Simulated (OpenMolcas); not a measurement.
# Lines of P IV: computed and rescaled rates

```yaml
Program: OpenMolcas
Method: CASSCF
Basis: ANO-RCC [8s7p5d4f2g]
Scalar_Hamiltonian: DKH2, point nucleus
Active_space: 2 electrons in 8 orbitals (3s 3p 4s 4p)
State_averaging: 2S+1 = 3 even, 3 roots; 2S+1 = 1 even, 7 roots; 2S+1 = 3 odd, 3 roots; 2S+1 = 1 odd, 3 roots
Spin-orbit_coupling: RASSI with atomic mean-field integrals over the reference wave functions, term energies averaged over their components
```

Rates come from the transition moments of the reference wave functions (E1 and E2 in the length form). At fixed line strength A goes as λ^-3 for E1 and M1 and as λ^-5 for E2, so a rate at the computed wavelength can be rescaled to the measured one. Measured vacuum wavelengths follow from level energies in Martin, Zalubas and Musgrove, J. Phys. Chem. Ref. Data 14, 751 (1985). Branching counts decays inside the model space alone, at computed energies, and the table is only a selection of the E1 lines, drawn from those between levels with measured partners whose computed energy lies within a factor of 1.5 of the measured one.

```csv
Upper,Lower,Type,λ computed (nm),λ measured (nm),A computed (s-1),A rescaled (s-1),Branching %
3p2 3P0,3s 3p 3P* 1,E1,102.1,103.3,3.82e+09,3.69e+09,100.0
3p2 3P2,3s 3p 3P* 2,E1,101.9,103.1,2.88e+09,2.78e+09,74.8
3p2 3P1,3s 3p 3P* 2,E1,102.3,103.6,1.58e+09,1.52e+09,41.3
3p2 3P1,3s 3p 3P* 0,E1,101.7,102.8,1.29e+09,1.25e+09,33.6
3p2 3P2,3s 3p 3P* 1,E1,101.5,102.6,9.72e+08,9.41e+08,25.2
3p2 3P1,3s 3p 3P* 1,E1,101.9,103.1,9.60e+08,9.27e+08,25.1
```

The largest correction is for 3p2 3P1 → 3s 3p 3P* 2 (E1): 1.58e+09 × (102.3 / 103.6)^3 = 1.52e+09 s-1, a factor of 0.96.

The computed rate and branching of 3p2 3P0 → 3s 3p 3P* 1 give the upper level a radiative lifetime of 1.000 / 3.82e+09 s-1 = 2.62e-10 s, counting decays inside the model space alone. The rescaled rate gives about 2.7e-10 s.

No measured rate stands beside these. Rescaling mends the energy factor alone: line strengths can still be far off where a level mixes with configurations outside the active space, and weak or spin-changing lines hang on small mixing coefficients that depend on the term gaps too, so rescaling need not improve them.

Active for correlation alone: 4p 4s; no level in the range computed is led by a configuration that fills them, so any true level of that kind is missing. The ¹D term of p² mixes with s d, which this space lacks. Computed and measured levels are paired by configuration, term and J; levels that our copy of the source lacks, or whose pairing is in doubt (as where it misses far off the trend of its configuration), stay unpaired. Only configurations of the active space appear.

* marks odd parity.
